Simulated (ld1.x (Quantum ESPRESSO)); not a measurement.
# tantalum (Ta): excitation energies, all-electron against TM

```json
{
 "Element": "Ta (Z = 73)",
 "Generator": "ld1.x (Quantum ESPRESSO) 7.5",
 "Type": "norm-conserving Troullier–Martins (Kleinman–Bylander form)",
 "Functional": "PBE",
 "Relativity": "scalar-relativistic",
 "Frozen core": "[Kr] 4d10 4f14",
 "Valence charge": "13",
 "Reference configuration": "5s2 5p6 5d3 6s2 6p0",
 "Partial waves": "5s (bound): rc 1.15 bohr; 5p (bound): rc 2.10 bohr; 5d (bound): rc 2.65 bohr",
 "Local potential": "all-electron potential smoothed inside 2.50 bohr (lloc = -1)",
 "Core correction": "none"
}
```

Occupied shells without a wave of their own: 6s. They enter only through the test configuration that unscreens the potential.

Energies are relative to the spin-unpolarised reference configuration 5s2 5p6 5d3 6s2 6p0; without spin polarisation the order of configurations can differ from experiment.

Task: Give the all-electron excitation energy and the error of the potential for: 5s2 5p6 5d3 6s1 6p0; 5s2 5p6 5d3 6s0 6p0; 5s2 5p6 5d2 6s0 6p0; 5s2 5p6 5d2 6s2 6p0; 5s2 5p6 5d3.5 6s1.5 6p0; 5s2 5p6 5d3 6s0 6p2; 5s2 5p6 5d3 6s1 6p1.

Result:

```csv
valence configuration,charge,ΔE all-electron (eV),error AE − PS (meV)
5s2 5p6 5d3 6s1 6p0,+1,8.467,-97
5s2 5p6 5d3 6s0 6p0,+2,23.439,-294
5s2 5p6 5d2 6s0 6p0,+3,47.043,-537
5s2 5p6 5d2 6s2 6p0,+1,7.681,+30
5s2 5p6 5d3.5 6s1.5 6p0,0,0.989,-26
5s2 5p6 5d3 6s0 6p2,0,8.595,-336
5s2 5p6 5d3 6s1 6p1,0,4.178,-142
```

Levels in the configuration 5s2 5p6 5d3 6s0 6p0:

| level | all-electron (eV) | pseudo (eV) |
| --- | --- | --- |
| 5s | -88.553 | -89.043 |
| 5p | -54.954 | -55.364 |
| 5d | -18.312 | -18.518 |

The 6s level has no wave, so the channel is fitted at the deeper level alone: the likely source of the large errors.
